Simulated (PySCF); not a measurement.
BGeH$_{2}$O (calculated)

Calculation on a computer-drawn molecule: the log of a Hartree-Fock and frozen-core CCSD(T) single point meant for a local Hartree-Fock minimum, with one planted fault or none, to be diagnosed. Offsets are logged minus clean, where the clean run is the same molecule without the fault. The reference is restricted for singlets and unrestricted otherwise, and also for a bond in bohr or an excited solution. Adding or removing an electron swaps singlet and doublet. The excited solution moves the top pair (singlet) or top alpha electron (doublet) to the lowest empty orbital. Highest occupied and lowest empty are orbital energies over both spins, largest force is the largest gradient component, triples share is (T) over the correlation energy, the T1 limit is 0.02 restricted and 0.045 unrestricted, electrons count all cores, a negative frequency is imaginary (commonest isotopes), and the dipole is about the centre of nuclear charge; on germanium a core potential holds 10 electrons, which the energies leave out, and 3d is frozen in MP2 and coupled-cluster steps. Program: PySCF 2.14.0.

Common to all runs: meant charge 1; meant multiplicity 1; meant basis cc-pVDZ; meant basis and core potential on germanium cc-pVDZ-PP ECP10MDF; logged electrons 46; logged basis functions 61; logged SCF converged yes; logged CC converged yes; logged SCF stable within its kind yes; possible faults no fault, one electron removed, one electron added, multiplicity raised by two, geometry at a saddle point, SCF held on an excited solution, minimal basis STO-3G, one bond length entered in bohr, all coordinates scaled.

Notes on all entries: T1 above single-reference limit.

(1) 
```xyz
5
formula=BGeH2O logged_spin_squared=0 logged_highest_occupied=-19.257 logged_lowest_empty=-7.3401 logged_largest_force=1.055e-05 logged_lowest_frequency=246.69 logged_T1_diagnostic=0.022443 logged_D1_diagnostic=0.060347 logged_triples_share=0.034181 logged_dipole_magnitude=5.7145 logged_energy_HF=-393.81338 logged_energy_CCSD(T)=-394.1804 planted_fault=no_fault HF_energy_offset_from_clean_run=0 CCSD(T)_energy_offset_from_clean_run=0
O     -2.1548    -1.4876    -3.3816
B     -1.7818    -1.5104    -2.2706
Ge    -1.1314    -1.5500    -0.3317
H      0.3299    -1.7859    -0.0371
H     -2.1170    -1.3430     0.7926
```

Units: logged_highest_occupied, logged_lowest_empty in eV; logged_largest_force in hartree/bohr; logged_lowest_frequency in cm⁻¹; logged_dipole_magnitude in debye; logged_energy_HF, logged_energy_CCSD(T) in hartree; HF_energy_offset_from_clean_run, CCSD(T)_energy_offset_from_clean_run in kcal/mol.

Drawn bonds:
```csv
atom,other atom,order
1,2,2
2,3,1
3,4,1
3,5,1
```

(2) 
```xyz
5
formula=BGeH2O logged_spin_squared=0.8864 logged_highest_occupied=-17.794 logged_lowest_empty=-7.6046 logged_largest_force=0.0094763 logged_T1_diagnostic=0.046178 logged_D1_diagnostic=0.16463 logged_triples_share=0.041349 logged_dipole_magnitude=5.6705 logged_energy_HF=-393.71124 logged_energy_CCSD(T)=-394.06321 planted_fault=one_bond_length_entered_in_bohr,row_4_of_the_drawn_bonds HF_energy_offset_from_clean_run=64.09 CCSD(T)_energy_offset_from_clean_run=73.54
O     -2.1548    -1.4876    -3.3816
B     -1.7818    -1.5104    -2.2706
Ge    -1.1314    -1.5500    -0.3317
H      0.3299    -1.7859    -0.0371
H     -2.9938    -1.1589     1.7928
```

Units: logged_highest_occupied, logged_lowest_empty in eV; logged_largest_force in hartree/bohr; logged_dipole_magnitude in debye; logged_energy_HF, logged_energy_CCSD(T) in hartree; HF_energy_offset_from_clean_run, CCSD(T)_energy_offset_from_clean_run in kcal/mol.

Drawn bonds:
```csv
atom,other atom,order
1,2,2
2,3,1
3,4,1
3,5,1
```
